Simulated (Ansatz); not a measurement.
Mulliken charges of CH5NSSi (`C=N[SiH2]S`) from r2SCAN/def2-TZVPP in Ansatz (PBE0-D4/def2-TZVP geometry).

```csv
atom,x (Å),y (Å),z (Å),charge (e)
C1,-0.017,1.357,-1.181,0.035
N2,0.116,0.905,-0.015,-0.326
Si3,0.388,-0.771,0.361,0.489
S4,-1.256,-1.545,1.468,-0.271
H5,0.028,0.741,-2.094,0.059
H6,-0.191,2.427,-1.343,0.069
H7,1.645,-0.830,1.142,-0.074
H8,0.470,-1.640,-0.848,-0.092
H9,-1.093,-0.690,2.492,0.112
```

Question: By hand: the dipole of these point charges (1 e Å = 4.8032 D).

Answer: Σ q r = (0.193, 0.140, -0.201) e Å, of length 0.312 e Å = 1.50 D.

Question: How does the dipole of the full density compare? (An estimate is asked.)

Answer: Computed: (0.096, 0.172, -0.242) e Å, 1.50 D; the point charges give 1.00 times that, at 20° from its direction.

Point charges leave out the atoms' own dipoles, such as those of lone pairs, and Mulliken's split depends on the basis, so the two needn't agree.
